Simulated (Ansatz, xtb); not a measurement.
Two structures of C3H7AlF2O

We compare I, a singlet given by its coordinates, with II, `CCC[O][Al]([F])[F]`, a singlet. Both are isolated molecules in the gas phase, relaxed with PBE0-D4/def2-SVP; the shapes shown needn't be the lowest conformers.

I (Å):

```xyz
14

C     0.0090    0.1119   -0.6088
C    -0.7360   -0.2990   -1.8745
C    -2.0696    0.4337   -2.0044
Al   -2.1123    0.7987    0.7052
F    -2.2186   -0.2631    1.9732
F    -1.6495    2.3490    1.0698
O    -2.7815    0.3986   -0.8031
H    -0.3923   -0.3894    0.3026
H     0.0412    1.2083   -0.4686
H     1.0566   -0.2231   -0.6050
H    -0.1145   -0.0880   -2.7594
H    -0.9058   -1.3878   -1.8552
H    -1.8784    1.4812   -2.3156
H    -2.6767   -0.0261   -2.8026
```

Close contacts (Å): C1–C2 1.52, C2–C3 1.53, C3–O7 1.40, Al4–F5 1.66, Al4–F6 1.66, Al4–O7 1.70, C1–H8 1.11, C1–H9 1.11, C1–H10 1.10, C2–H11 1.10, C2–H12 1.10, C3–H13 1.11, C3–H14 1.10, Al4–H8 2.13.

II (Å):

```xyz
14

C    -0.8591    0.3964    0.6613
C     0.2336   -0.0372   -0.3012
C    -0.1418   -1.2603   -1.1205
Al    2.5333   -1.7921   -1.9826
F     3.4136   -1.6915   -0.5866
F     3.3445   -2.0694   -3.3903
O     0.8659   -1.6396   -2.0127
H    -0.5569    1.2837    1.2364
H    -1.7890    0.6484    0.1268
H    -1.0977   -0.4005    1.3838
H     0.4744    0.7839   -0.9997
H     1.1625   -0.2597    0.2545
H    -1.0581   -1.0527   -1.7021
H    -0.3851   -2.1000   -0.4411
```

Question: Which of the two would you expect CCSD(T)/def2-SVP + ΔMP2/def2-TZVPP electronic energies to favour?

Answer: CCSD(T)/def2-SVP + ΔMP2/def2-TZVPP gives E(II) − E(I) = −3.07 kJ/mol, slightly favouring structure II, which is too small a margin to settle the true order.

How the difference moves with the method:

```csv
level,geometry,E(II) − E(I) (kJ/mol),departure from the last row (kJ/mol),"job, with rough time for the two"
PBE0-D4/def2-SVP,PBE0-D4/def2-SVP,+9.76,+12.83,"optimisation, 83 s"
HF/def2-SVP,PBE0-D4/def2-SVP,−12.42,−9.35,part of the CCSD(T) run
MP2/def2-SVP,PBE0-D4/def2-SVP,+0.32,+3.39,part of the CCSD(T) run
CCSD(T)/def2-SVP,PBE0-D4/def2-SVP,+0.44,+3.51,single point
CCSD(T)/def2-SVP + ΔMP2/def2-TZVPP,PBE0-D4/def2-SVP,−3.07,,"single point, 38 s"
```

The largest departure from CCSD(T)/def2-SVP + ΔMP2/def2-TZVPP is that of PBE0-D4/def2-SVP, 12.83 kJ/mol. Levels run at GFN2-xTB geometries aren't shown. The last row adds to CCSD(T) the change of the MP2 difference between the two basis sets, here −3.51 kJ/mol.

With thermal terms from frequencies at re-optimised GFN2-xTB minima (ideal gas, soft modes damped towards free rotors, one conformer each, 298.15 K, 1 atm): the zero-point term adds +1.19 kJ/mol; ΔH is −1.50 and ΔG −2.83 kJ/mol.

The correlated steps freeze 11 core orbitals. Codes used: Ansatz 0.2.0, xtb 6.7.1; the last row on 2 threads of AMD EPYC 9R45 96-Core Processor (Zen 5) on a shared host.
